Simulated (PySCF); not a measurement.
An equivalent PySCF input for Mo⁺ (molybdenum, charge +1), [Kr] 4d5, high-spin 6S determinant, with the spin-free X2C one-electron Hamiltonian (Gaussian nucleus):

```python
from pyscf import gto, scf, dft, mp, cc
import basis_set_exchange as bse
mol = gto.M(atom="Mo 0 0 0", charge=1, spin=5, symmetry="D2h",
            basis=gto.basis.parse(bse.get_basis("x2c-TZVPPall", elements=["Mo"], fmt="nwchem", augment_diffuse=1)),
            nucmod="G")
mf = dft.UKS(mol, xc="M06L").sfx2c1e()
mf.irrep_nelec = {'Ag': (8, 6), 'B1g': (2, 1), 'B2g': (2, 1), 'B3g': (2, 1), 'B1u': (3, 3), 'B2u': (3, 3), 'B3u': (3, 3)}
mf.kernel()
```

It reaches the same state as the run whose output follows, with an energy that differs only through the grid. The run itself started from symmetry-adapted Hartree-Fock orbitals and held the occupation by maximum overlap, on a logarithmic radial grid, so the iterations belong to that start.

```
SCF conv_tol = 1e-09
number electrons alpha = 23  beta = 18
XC functionals = M06L
    Y. Zhao and D. G. Truhlar.,  J. Chem. Phys. 125, 194101 (2006)
    Y. Zhao and D. G. Truhlar.,  J. Chem. Phys. 125, 194101 (2006)
    Y. Zhao and D. G. Truhlar.,  Theor. Chem. Acc. 120, 215 (2008)
cycle= 1 E= -4047.95623679915  delta_E= -0.00409  |g|= 0.0333  |ddm|= 0.113
cycle= 2 E= -4047.95631909397  delta_E= -8.23e-05  |g|= 0.0344  |ddm|= 0.0456
cycle= 3 E= -4047.95661884035  delta_E= -0.0003  |g|= 0.00344  |ddm|= 0.0208
cycle= 4 E= -4047.95661993046  delta_E= -1.09e-06  |g|= 0.000267  |ddm|= 0.00142
cycle= 5 E= -4047.9566199617  delta_E= -3.12e-08  |g|= 3.61e-05  |ddm|= 0.000429
cycle= 6 E= -4047.95661996224  delta_E= -5.34e-10  |g|= 3.84e-06  |ddm|= 6.36e-05
converged SCF energy = -4047.95661996224  <S^2> = 8.750697  2S+1 = 6.0002323
```
